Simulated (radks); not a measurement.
All-electron atom: Pr2+ in [Kr] 4d10 4f3 5s2 5p5.75 5d0.25 (fractional occupations, a model configuration).

Calculated with a radial shooting solver on a logarithmic mesh with Libxc functionals: Dirac Kohn-Sham, PBEsol, spin-unpolarised, spherical densities, finite nucleus; open shells are shared between the two j in proportion to 2j + 1; Fermi nuclear charge, rms radius 4.8919 fm.

Energy parts (Ry):
total: -18475.8228
kinetic: 19869.0672
electron-nucleus: -45033.6322
Hartree: 7114.5004
exchange-correlation: -425.7582

Orbitals (lengths in bohr, moments of r in powers of bohr):
\begin{tabular}{lrrrrr}
orbital & occ. & eigenvalue (Ry) & <r> & <r^2> & <1/r> \\ \hline
1s1/2 & 2 & -3069.985 & 0.02410 & 0.0007901 & 64.66 \\
2s1/2 & 2 & -494.5275 & 0.1026 & 0.01248 & 15.28 \\
2p1/2 & 2 & -467.5184 & 0.08607 & 0.009135 & 15.26 \\
2p3/2 & 4 & -432.0987 & 0.09237 & 0.01039 & 13.77 \\
3s1/2 & 2 & -107.4336 & 0.2721 & 0.08475 & 5.523 \\
3p1/2 & 2 & -95.93547 & 0.2618 & 0.07967 & 5.438 \\
3p3/2 & 4 & -88.91913 & 0.2741 & 0.08712 & 5.065 \\
3d3/2 & 4 & -68.82816 & 0.2453 & 0.07097 & 4.934 \\
3d5/2 & 6 & -67.31519 & 0.2491 & 0.07308 & 4.839 \\
4s1/2 & 2 & -22.11839 & 0.6227 & 0.4378 & 2.291 \\
4p1/2 & 2 & -17.81616 & 0.6405 & 0.4669 & 2.186 \\
4p3/2 & 4 & -16.30309 & 0.6685 & 0.5084 & 2.062 \\
4d3/2 & 4 & -9.23611 & 0.7220 & 0.6054 & 1.840 \\
4d5/2 & 6 & -8.97081 & 0.7321 & 0.6223 & 1.810 \\
5s1/2 & 2 & -3.84232 & 1.503 & 2.538 & 0.8837 \\
5p1/2 & 1.91667 & -2.69093 & 1.688 & 3.226 & 0.7780 \\
5p3/2 & 3.83333 & -2.48093 & 1.772 & 3.551 & 0.7354 \\
4f5/2 & 1.28571 & -1.07760 & 1.125 & 1.708 & 1.209 \\
4f7/2 & 1.71429 & -1.05182 & 1.141 & 1.760 & 1.196 \\
5d3/2 & 0.1 & -1.02213 & 2.582 & 7.728 & 0.4968 \\
5d5/2 & 0.15 & -1.00387 & 2.622 & 7.967 & 0.4885 \\
\end{tabular}

The highest occupied level is 5d5/2 at -13.658 eV. The density falls to 0.001 e/bohr^3 at r = 3.70 bohr.
